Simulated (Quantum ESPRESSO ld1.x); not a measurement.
Q: Re2+, configuration [Xe] 4f14 5d4 5f1 (not the ground configuration). Method: scalar-relativistic Kohn-Sham, PBE, spin-unpolarised, spherical densities, point nucleus; computed with ld1.x of Quantum ESPRESSO 7.5. Some entries of the table are withheld. Estimate them.

| orbital | occ. | eigenvalue (hartree) | <r^2> (bohr^2) | <1/r> (bohr^-1) |
|---|---|---|---|---|
| 1s | 2 | -2634.64 | 0.0004477 | 88.80 |
| 2s | 2 | -457.530 | 0.006874 | (1) |
| 2p | 6 | -399.346 | (2) | 18.75 |
| 3s | 2 | -106.613 | 0.04455 | 7.694 |
| 3p | 6 | -89.4591 | 0.04540 | 7.086 |
| 3d | 10 | -70.0293 | 0.03764 | 6.690 |
| 4s | 2 | -22.9554 | (3) | 3.275 |
| 4p | 6 | -17.3300 | 0.2497 | (4) |
| 4d | 10 | -10.2759 | 0.2894 | (5) |
| 5s | 2 | -4.01719 | 1.197 | 1.297 |
| 5p | 6 | -2.60260 | 1.618 | 1.098 |
| 4f | 14 | -2.44615 | 0.4172 | 2.165 |
| 5d | 4 | -1.00702 | 3.309 | 0.7639 |
| 5f | 1 | -0.23363 | 32.28 | 0.2222 |

A: 
(1) 2s <1/r> (bohr^-1): 20.77
(2) 2p <r^2> (bohr^2): 0.005708
(3) 4s <r^2> (bohr^2): 0.2190
(4) 4p <1/r> (bohr^-1): 2.971
(5) 4d <1/r> (bohr^-1): 2.648
